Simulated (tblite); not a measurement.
Compound: C2H7NSSi (charge -1 and doublet state).
Numbering: `[CH3:1][C:2]([S-:3])[SiH2:4][NH2:5]` (hydrogens: H6, H7, H8 on C1; H9, H10 on Si4; H11, H12 on N5)

Structure used (GFN2-xTB), in Å, numbered top down from 1:
```xyz
12
C2H7NSSi angstrom
C     -1.980   -0.266   -0.153
C     -0.547   -0.526    0.221
S     -0.256   -1.883    1.243
Si     0.753    0.724   -0.115
N      2.409    0.153   -0.019
H     -2.037    0.380   -1.033
H     -2.501   -1.204   -0.366
H     -2.530    0.232    0.657
H      0.632    1.256   -1.499
H      0.852    1.936    0.756
H      2.577   -0.633   -0.632
H      2.629   -0.170    0.914
```

Calculated harmonic vibrations of the isolated species, GFN2-xTB (tblite), most abundant isotopes, no scaling. This tight-binding method is rough: wavenumbers can miss measured ones by several per cent, in bad cases by 10 to 20. Modes of hydrogen on silicon can be 10 to 20 % off. One conformer, not necessarily the lowest. Open shells enter through the occupations alone, without spin polarisation, and single modes of such species can be off by tens of per cent.

Harmonic wavenumbers (cm⁻¹): 51.7, 100.3, 114.6, 138.5, 220.8, 275.4, 299.7, 478.4, 566.7, 595.9, 712.6, 795.3, 826.3, 845.2, 899.0, 917.7, 998.3, 1102.9, 1182.4, 1390.3, 1493.2, 1513.8, 1578.1, 1921.0, 2009.2, 2854.6, 2934.2, 2949.9, 3439.2, 3459.4.

A = 4219, B = 2183, C = 1505 MHz; mass 105.007 u (most abundant isotopes); point group C1, symmetry number 1; spin multiplicity 2.

Q: What is the zero-point energy?

A: Half the sum of the wavenumbers: 18332 cm⁻¹ = 219.30 kJ/mol.

Q: What is S at 200 K and 1 bar for an ideal gas of classical rigid rotors and harmonic oscillators?

A: Translation 158.60, rotation 110.25, vibration 62.77, spin (R ln 2) 5.76: S = 337.4 J/(mol K).

Q: And Cp and H(200 K) − H(0)?

A: Cp = 96.91 J/(mol K), of which vibrations give 63.65 (their classical limit is 30 R = 249.4); H(200 K) − H(0) = 13.46 kJ/mol without the zero-point energy, 6.81 from vibrations.

Q: Which modes carry the vibrational entropy at 200 K?

A: 51.7 cm⁻¹: 16.59; 100.3 cm⁻¹: 11.21; 114.6 cm⁻¹: 10.15; 138.5 cm⁻¹: 8.68; 220.8 cm⁻¹: 5.29; 275.4 cm⁻¹: 3.87 J/(mol K); the other 24 give 6.99 together.

Q: How do the functions run with temperature in this model?

A: 
```tsv
T (K)	S (J/(mol K))	Cp (J/(mol K))	H − H(0) (kJ/mol)	G − H(0) (kJ/mol)	ln q(vib)
100	280.4	70.2	5.08	-22.95	1.35
300	381.6	122.7	24.45	-90.03	5.44
500	454.7	164.5	53.44	-173.92	9.14
800	541.4	203.9	109.22	-323.89	14.12
1000	588.8	221.0	151.80	-437.03	17.10
```

q(vib) and H(0) count from the zero-point level.

Q: What must be added to the electronic energy to get the Gibbs energy at 200 K and 1 bar?

A: ZPE + [H(200 K) − H(0)] − T·S = 219.30 + 13.46 − 67.48 = 165.28 kJ/mol.

Hindered rotation and anharmonicity are outside this model. Other conformers, if any are populated, would add a mixing term that is left out. The structure is chiral; the term R ln 2 for an equal mix with its mirror image is left out.
